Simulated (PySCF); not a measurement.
Cartesian coordinates in Å; atom numbers follow the order of the lines, from 1:
```xyz
28

C    -2.3150    0.8392    0.3772
C    -1.7106   -0.0965   -0.3691
C    -2.3163   -1.4600   -0.5318
C    -0.3861    0.0638   -1.0603
B     0.7621   -0.8472   -0.2862
N     1.9970    0.2392   -0.1232
C     2.8024   -0.0193    1.0752
C     2.8633    0.2041   -1.3121
C     1.2731    1.5337   -0.0308
C     0.1894    1.4889   -1.0918
H    -1.9004    1.8396    0.5273
H    -3.2598    0.6265    0.8839
H    -2.5038   -1.6779   -1.5973
H    -1.6170   -2.2324   -0.1713
H    -3.2640   -1.5617    0.0158
H    -0.5151   -0.2989   -2.0952
H     1.2132   -1.8120   -0.8929
H     0.4380   -1.1315    0.8610
H     2.1536    0.0207    1.9576
H     3.6117    0.7237    1.1673
H     3.2346   -1.0262    1.0056
H     3.6120    1.0128   -1.2690
H     3.3670   -0.7689   -1.3538
H     2.2565    0.3129   -2.2175
H     1.9806    2.3759   -0.1200
H     0.8168    1.5637    0.9697
H    -0.5616    2.2719   -0.9079
H     0.6184    1.7163   -2.0806
```

Geometry: PBE0-D3(BJ)/def2-SVP; GIAO shifts from PySCF 2.14.0 with density-fitted response routines, gas phase, non-relativistic, averaged over equivalent atoms.

At PBE0/pcSseg-1 (260 basis functions, 2.7 min wall time on 1 thread of an Intel Xeon, shared host):
```tsv
atoms	δ (ppm)
C2	165.6
C1	100.5
C9	64.6
C7	52.8
C8	49.3
C4	34.8
C10	29.5
C3	27.3
B5	-3.2
N6	72.0
H12	4.62
H11	4.59
H26	2.84
H17	2.57
H19/H20/H21	2.47
H22/H23/H24	2.32
H25	2.19
H27	2.11
H18	1.89
H28	1.83
H16	1.81
H13/H14/H15	1.63
```

Scale: 13C (σref 184.41), 1H (σref 31.27) against TMS; BF3·OEt2 for 11B (σref 100.73); NH3 for 15N (σref 265.67) (reference shieldings calculated alike).

Question: Predict the values at WP04/pcSseg-1 on the same geometry.

Answer: 
```tsv
atoms	δ at WP04/pcSseg-1	change
C2	164.8	-0.8
C1	101.0	+0.5
C9	65.4	+0.8
C7	52.3	-0.5
C8	49.3	+0.0
C4	36.4	+1.6
C10	31.4	+1.9
C3	27.7	+0.4
B5	-0.7	+2.5
N6	71.5	-0.5
H12	4.34	-0.28
H11	4.30	-0.29
H26	2.75	-0.09
H17	2.03	-0.54
H19/H20/H21	2.39	-0.08
H22/H23/H24	2.26	-0.06
H25	2.20	+0.01
H27	2.00	-0.11
H18	1.46	-0.43
H28	1.67	-0.16
H16	1.64	-0.17
H13/H14/H15	1.55	-0.08
```

Scale: 13C (σref 172.44), 1H (σref 31.56) against TMS; 11B (σref 95.72) vs BF3·OEt2; NH3 for 15N (σref 246.90) (reference shieldings calculated alike).

The largest change is at B5 (boron bonded to C, N, 2 H, in a 5-membered ring). Cost: 260 basis functions, 2 min wall time on 1 thread of an Intel Xeon, shared host. The order of the carbon signals is the same at both levels.

A carbon bonded to boron is broadened by the quadrupolar boron nucleus and is often missing from a measured spectrum. Experimental scales use liquid or dissolved standards, which lie at an offset from isolated NH3 (liquid NH3: subtract about 20 ppm).
